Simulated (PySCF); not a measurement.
O₃W, singlet, at a GFN2-xTB geometry (such geometries of metal compounds can be far from the true shape) (core potentials on W); B3LYP/def2-SV(P) in PySCF.

Here is a job for PySCF.
```python
from pyscf import gto, scf, dft

mol = gto.M(
    atom='''
W     0.00000000   -0.00000000    0.00000000
O     1.55326011   -0.32437699   -0.69267094
O    -0.50238238   -0.83765245    1.42953865
O    -1.05087773    1.16202943   -0.73686771
''',
    basis='def2-sv(p)',
    ecp={'W': 'def2-sv(p)'},
    verbose=4,
)

mf = dft.RKS(mol)
mf.xc = 'b3lyp'
mf.kernel()
mf.analyze()
```

Output, abridged:

```
PySCF version 2.14.0

[INPUT] verbose = 4
[INPUT] num. atoms = 4
[INPUT] num. electrons = 38
[INPUT] charge = 0
[INPUT] spin (= nelec alpha-beta = 2S) = 0
[INPUT] symmetry False subgroup None
[INPUT] Mole.unit = angstrom
[INPUT] Symbol           X                Y                Z      unit          X                Y                Z       unit  Magmom
[...]
nuclear repulsion = 136.576213321547
number of shells = 29
number of NR pGTOs = 122
number of NR cGTOs = 67
basis = def2-sv(p)
ecp = {'W': 'def2-sv(p)'}

******** <class 'pyscf.dft.rks.RKS'> ********
method = RKS
initial guess = minao
damping factor = 0
level_shift factor = 0
DIIS = <class 'pyscf.scf.diis.CDIIS'>
diis_start_cycle = 1
diis_space = 8
diis_damp = 0
SCF conv_tol = 1e-09
SCF conv_tol_grad = None
SCF max_cycles = 50
direct_scf = True
direct_scf_tol = 1e-13
XC library pyscf.dft.libxc version 7.1.2
    S. Lehtola, C. Steigemann, M. J. T. Oliveira, and M. A. L. Marques,  SoftwareX 7, 1–5 (2018)
XC functionals = b3lyp
    P. J. Stephens, F. J. Devlin, C. F. Chabalowski, and M. J. Frisch,  J. Phys. Chem. 98, 11623 (1994)
radial grids:
    Treutler-Ahlrichs [JCP 102, 346 (1995); DOI:10.1063/1.469408] (M4) radial grids

becke partition: Becke, JCP 88, 2547 (1988); DOI:10.1063/1.454033
pruning grids: <function nwchem_prune>
grids dens level: 3
symmetrized grids: False
atomic radii adjust function: <function treutler_atomic_radii_adjust>
small_rho_cutoff = 0
Set gradient conv threshold to 3.16228e-05
Initial guess from minao.
tot grids = 66560
init E= -280.248869057308
[...]
cycle= 1 E= -291.759907645697  delta_E= -11.5  |g|= 1.97  |ddm|= 7.22
[...]
cycle= 2 E= -283.718420384738  delta_E= 8.04  |g|=  5.7  |ddm|= 7.14
[...]
cycle= 3 E= -292.538482269785  delta_E= -8.82  |g|= 0.451  |ddm|= 6.58
[...]
cycle= 4 E= -292.588742601808  delta_E= -0.0503  |g|= 0.194  |ddm|= 0.688
[...]
cycle= 5 E= -292.597709223005  delta_E= -0.00897  |g|= 0.0279  |ddm|= 0.213
[...]
cycle= 6 E= -292.597838795626  delta_E= -0.00013  |g|= 0.0133  |ddm|= 0.0176
[...]
cycle= 7 E= -292.59787136398  delta_E= -3.26e-05  |g|= 0.00439  |ddm|= 0.00674
[...]
cycle= 8 E= -292.597873285914  delta_E= -1.92e-06  |g|= 0.00322  |ddm|= 0.00323
[...]
cycle= 9 E= -292.59787543668  delta_E= -2.15e-06  |g|= 0.000192  |ddm|= 0.00218
[...]
cycle= 10 E= -292.597875444778  delta_E= -8.1e-09  |g|= 1.83e-05  |ddm|= 0.000158
[...]
cycle= 11 E= -292.597875444867  delta_E= -8.98e-11  |g|= 3.89e-06  |ddm|= 2.37e-05
[...]
Extra cycle  E= -292.597875444825  delta_E= 4.2e-11  |g|= 1.4e-05  |ddm|= 1.26e-05
converged SCF energy = -292.597875444825
**** SCF Summaries ****
Total Energy =                        -292.597875444825490
Nuclear Repulsion Energy =             136.576213321546533
One-electron Energy =                 -694.478097352635700
Two-electron Energy =                  265.304008586263649
Two-electron Coulomb Energy =          298.583547678737546
DFT Exchange-Correlation Energy =      -33.279539092473890
HOMO-LUMO gap [eV] =                     2.581023804865271
**** MO energy ****
[...]
Dipole moment(X, Y, Z, Debye):  0.00007, -0.00005,  0.00000
```
